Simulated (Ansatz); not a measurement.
# singlet Mg: levels of theory in one basis

A single Mg atom.

Basis set: STO-3G (spherical functions). Left uncorrelated: 1 orbital. Charge 0, multiplicity 1.

Computed with Ansatz (development build ahead of 0.2.0); each method stands on the lowest determinant of its kind that the runs found.

```tsv
method	E − E(RHF) (eV)	<S²> of the determinant
RHF	0.00	0.00
RHF-CCSD	-1.44	–
RHF-CCSD(T)	-1.46	–
full CI (lowest root of this spin)	-1.46	–
```

Question: What does RHF-MP2 give on the same scale?

Answer: -1.03 eV.
